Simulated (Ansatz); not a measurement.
`[N]#[Ti]` radical from Hartree–Fock to CCSD(T)

Cartesian coordinates in Å:
```
N 0.655 -0.381 0.142
Ti -0.655 0.381 -0.142
```

The species carries charge 0 and has multiplicity 2. Correlated methods include outer-core shells of Ti, which these sets cover unevenly. Scalar relativity is left out up to krypton. All single points use the PBE0-D4/def2-TZVP geometry. Frozen core, unrestricted reference, Ansatz 0.2.0.

| basis | HF (Eh) | MP2 corr. | CCSD corr. | (T) | CCSD(T) total |
| --- | --- | --- | --- | --- | --- |
| def2-SVP | -902.58021 | -0.42901 | -0.45072 | ? | ? |
| def2-TZVPP | -902.76426 | ? | ? | -0.03939 | ? |
| def2-QZVPP | -902.78194 | -0.63808 | -0.64404 | ? | ? |

Q: Fill in the withheld values. (An estimate is asked.)

A: The calculation gave: def2-SVP (T): -0.02647; def2-SVP CCSD(T) total: -903.05740; def2-TZVPP MP2 corr.: -0.59691; def2-TZVPP CCSD corr.: -0.60416; def2-TZVPP CCSD(T) total: -903.40781; def2-QZVPP (T): -0.04316; def2-QZVPP CCSD(T) total: -903.46914.

The UHF reference is spin-contaminated (⟨S²⟩ = 1.27, T1 = 0.074).
